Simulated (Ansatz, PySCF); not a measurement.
This Ansatz (a quantum-chemistry and plane-wave program) input computes a SVWN5/def2-TZVPD energy:

Ansatz 0.2 input:
```yaml
crystal:
  periodic: [false, false, false]
  atoms:
    - {symbol: Al, position_ang: [-0.00000000, -0.00000000, -1.70357231]}
    - {symbol: Br, position_ang: [0.00000000, 0.00000000, 0.63275543]}
basis:
  gaussian:
    orbitals: def2-TZVPD
hamiltonian:
  xc: {name: SVWN5}
output: {forces: true}
```

**Question.** Write an input for the same energy in PySCF and say what it gives.

**Answer.** 
```python
from pyscf import gto, scf, dft

mol = gto.M(
    atom='''
    Al   -0.00000000   -0.00000000   -1.70357231
    Br    0.00000000    0.00000000    0.63275543
    ''',
    basis='def2-tzvpd',
    charge=0,
    spin=0,
    verbose=4,
)

mf = dft.RKS(mol, xc='svwn').density_fit(auxbasis='def2-universal-jkfit')
mf.grids.level = 3
mf.conv_tol = 1e-9
mf.max_cycle = 100
mf.max_memory = 1500
mf.kernel()
if not mf.converged:
    mf = mf.newton()
    mf.kernel(mf.make_rdm1())
mf.analyze()
```
It gives -2812.05437 Eh, and Ansatz -2812.05434 Eh, a difference of 0.03 mEh, from the treatment of integrals and grids.
